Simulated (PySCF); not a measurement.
A series of substituents X on one scaffold: SiH2Cl-X. Isolated molecules, 0 K electronic values unless said otherwise. One relaxed conformer stands for each flexible species; it need not be the lowest. Strings in code marks are SMILES.

Computed with PySCF 2.14.0 with PBE-D3(BJ)/def2-TZVP // PBE0-D4/def2-TZVP. All candidates: neutral, multiplicity 1. Excitations are Tamm–Dancoff values on a coarser integration grid. The basis has no diffuse functions, so Rydberg states are missing or too high.

| Quantity | Value |
|---|---|
| HOMO–LUMO gap | 3.86 eV |
| S1 excitation (TDA) | 3.99 eV |
| T1 excitation (TDA) | 3.61 eV |

Task: Say which member has these values.
A) `C[S@@](=O)[SiH2]Cl` (O–S–Si–Cl torsion 174°)
B) `Cl[SiH2]Br`
C) `[SiH3]O[SiH2]Cl` (Si–O–Si–Cl torsion 41°)
D) `S=C[SiH2]Cl` (S–C–Si–Cl torsion 180°)

Result: A, `C[S@@](=O)[SiH2]Cl` (O–S–Si–Cl torsion 174°). The others give `[SiH3]O[SiH2]Cl` (Si–O–Si–Cl torsion 41°): 6.41 eV, 6.47 eV, 6.27 eV; `S=C[SiH2]Cl` (S–C–Si–Cl torsion 180°): 1.59 eV, 1.87 eV, 1.26 eV; `Cl[SiH2]Br`: 6.17 eV, 6.32 eV, 5.96 eV
